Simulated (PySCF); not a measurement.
H₆BN, charge +1, doublet, geometry from GFN2-xTB (a state made from the parent by changing its charge; the spin is typed, not shown lowest); M062X/6-31G** run with PySCF.

The PySCF input:
```python
from pyscf import gto, scf, dft

mol = gto.M(
    atom='''
B    -0.85103693    0.06096459   -0.05926607
N     0.70400636   -0.07680200    0.02198812
H    -1.31066910   -0.65817881   -0.86241623
H    -1.21010950    1.21525847   -0.09762284
H    -1.37179730    0.05664760    1.03233308
H     0.95897137   -1.04341522    0.24745522
H     1.13876401    0.53781366    0.71440043
H     1.12198069    0.12466532   -0.89173616
''',
    basis='6-31g**',
    charge=1,
    spin=1,
    verbose=4,
)

mf = dft.UKS(mol)
mf.xc = 'm062x'
mf.diis = False
mf.max_cycle = 100
mf.kernel()
```

Output, abridged:

```
PySCF version 2.14.0

[INPUT] verbose = 4
[INPUT] num. atoms = 8
[INPUT] num. electrons = 17
[INPUT] charge = 1
[INPUT] spin (= nelec alpha-beta = 2S) = 1
[INPUT] symmetry False subgroup None
[INPUT] Mole.unit = angstrom
[INPUT] Symbol           X                Y                Z      unit          X                Y                Z       unit  Magmom
[...]
nuclear repulsion = 41.3730393127806
number of shells = 30
number of NR pGTOs = 96
number of NR cGTOs = 58
basis = 6-31g**
ecp = {}

******** <class 'pyscf.dft.uks.UKS'> ********
method = UKS
initial guess = minao
damping factor = 0
level_shift factor = 0
DIIS disabled
SCF conv_tol = 1e-09
SCF conv_tol_grad = None
SCF max_cycles = 100
direct_scf = True
direct_scf_tol = 1e-13
number electrons alpha = 9  beta = 8
XC library pyscf.dft.libxc version 7.1.2
    S. Lehtola, C. Steigemann, M. J. T. Oliveira, and M. A. L. Marques,  SoftwareX 7, 1–5 (2018)
XC functionals = m062x
    Y. Zhao and D. G. Truhlar,  Theor. Chem. Acc. 120, 215 (2008)
    Y. Zhao and D. G. Truhlar,  Theor. Chem. Acc. 120, 215 (2008)
radial grids:
    Treutler-Ahlrichs [JCP 102, 346 (1995); DOI:10.1063/1.469408] (M4) radial grids

becke partition: Becke, JCP 88, 2547 (1988); DOI:10.1063/1.454033
pruning grids: <function nwchem_prune>
grids dens level: 3
symmetrized grids: False
atomic radii adjust function: <function treutler_atomic_radii_adjust>
small_rho_cutoff = 0
Set gradient conv threshold to 3.16228e-05
tot grids = 86800
init E= -83.18983064698

cycle= 1 E= -82.7895379295487  delta_E=  0.4  |g|= 0.167  |ddm|= 1.43
cycle= 2 E= -82.8099421584512  delta_E= -0.0204  |g|= 0.0879  |ddm|= 0.293
cycle= 3 E= -82.8105529629378  delta_E= -0.000611  |g|= 0.0833  |ddm|= 0.0957
cycle= 4 E= -82.8105463236074  delta_E= 6.64e-06  |g|= 0.0847  |ddm|= 0.0934
cycle= 5 E= -82.8105081069992  delta_E= 3.82e-05  |g|= 0.0847  |ddm|= 0.0939
cycle= 6 E= -82.8104540559438  delta_E= 5.41e-05  |g|= 0.0861  |ddm|= 0.0945
cycle= 7 E= -82.8104105186952  delta_E= 4.35e-05  |g|= 0.0861  |ddm|= 0.0954
cycle= 8 E= -82.8103541193523  delta_E= 5.64e-05  |g|= 0.0876  |ddm|= 0.0961
cycle= 9 E= -82.8103092203334  delta_E= 4.49e-05  |g|= 0.0876  |ddm|= 0.097
cycle= 10 E= -82.8102508210549  delta_E= 5.84e-05  |g|= 0.089  |ddm|= 0.0978
cycle= 11 E= -82.8102045365827  delta_E= 4.63e-05  |g|= 0.089  |ddm|= 0.0986
cycle= 12 E= -82.8101440709699  delta_E= 6.05e-05  |g|= 0.0905  |ddm|= 0.0994
cycle= 13 E= -82.8100963548105  delta_E= 4.77e-05  |g|= 0.0905  |ddm|=  0.1
[...]
cycle= 70 E= -82.804895536568  delta_E= 0.000166  |g|= 0.146  |ddm|= 0.16
cycle= 71 E= -82.8047837962837  delta_E= 0.000112  |g|= 0.146  |ddm|= 0.162
cycle= 72 E= -82.8046116156456  delta_E= 0.000172  |g|= 0.149  |ddm|= 0.163
cycle= 73 E= -82.804496721232  delta_E= 0.000115  |g|= 0.148  |ddm|= 0.164
cycle= 74 E= -82.8043184151476  delta_E= 0.000178  |g|= 0.151  |ddm|= 0.166
cycle= 75 E= -82.8042002927953  delta_E= 0.000118  |g|= 0.15  |ddm|= 0.167
cycle= 76 E= -82.8040156437029  delta_E= 0.000185  |g|= 0.154  |ddm|= 0.168
cycle= 77 E= -82.8038942187891  delta_E= 0.000121  |g|= 0.153  |ddm|= 0.17
cycle= 78 E= -82.8037030015872  delta_E= 0.000191  |g|= 0.156  |ddm|= 0.171
cycle= 79 E= -82.8035781987266  delta_E= 0.000125  |g|= 0.155  |ddm|= 0.172
cycle= 80 E= -82.8033801805291  delta_E= 0.000198  |g|= 0.159  |ddm|= 0.174
cycle= 81 E= -82.8032519236376  delta_E= 0.000128  |g|= 0.158  |ddm|= 0.175
cycle= 82 E= -82.8030468635266  delta_E= 0.000205  |g|= 0.161  |ddm|= 0.177
cycle= 83 E= -82.8029150758824  delta_E= 0.000132  |g|= 0.16  |ddm|= 0.178
cycle= 84 E= -82.802702724658  delta_E= 0.000212  |g|= 0.164  |ddm|= 0.18
cycle= 85 E= -82.8025673289739  delta_E= 0.000135  |g|= 0.163  |ddm|= 0.181
cycle= 86 E= -82.8023474288921  delta_E= 0.00022  |g|= 0.167  |ddm|= 0.183
cycle= 87 E= -82.802208347393  delta_E= 0.000139  |g|= 0.166  |ddm|= 0.184
cycle= 88 E= -82.8019806319016  delta_E= 0.000228  |g|= 0.17  |ddm|= 0.186
cycle= 89 E= -82.8018377864065  delta_E= 0.000143  |g|= 0.168  |ddm|= 0.187
cycle= 90 E= -82.8016019798769  delta_E= 0.000236  |g|= 0.172  |ddm|= 0.189
cycle= 91 E= -82.8014552918903  delta_E= 0.000147  |g|= 0.171  |ddm|= 0.19
cycle= 92 E= -82.8012111093373  delta_E= 0.000244  |g|= 0.175  |ddm|= 0.192
cycle= 93 E= -82.8010605001463  delta_E= 0.000151  |g|= 0.174  |ddm|= 0.193
cycle= 94 E= -82.8008076469482  delta_E= 0.000253  |g|= 0.178  |ddm|= 0.195
cycle= 95 E= -82.800653037727  delta_E= 0.000155  |g|= 0.177  |ddm|= 0.196
cycle= 96 E= -82.8003912093376  delta_E= 0.000262  |g|= 0.181  |ddm|= 0.198
cycle= 97 E= -82.8002325212617  delta_E= 0.000159  |g|= 0.18  |ddm|=  0.2
cycle= 98 E= -82.7999614029157  delta_E= 0.000271  |g|= 0.184  |ddm|= 0.201
cycle= 99 E= -82.7997985572806  delta_E= 0.000163  |g|= 0.182  |ddm|= 0.203
cycle= 100 E= -82.7995178236967  delta_E= 0.000281  |g|= 0.187  |ddm|= 0.205
SCF not converged.
SCF energy = -82.7995178236967 after 100 cycles  <S^2> = 0.75289189  2S+1 = 2.0028898
```

Convergence was not reached.
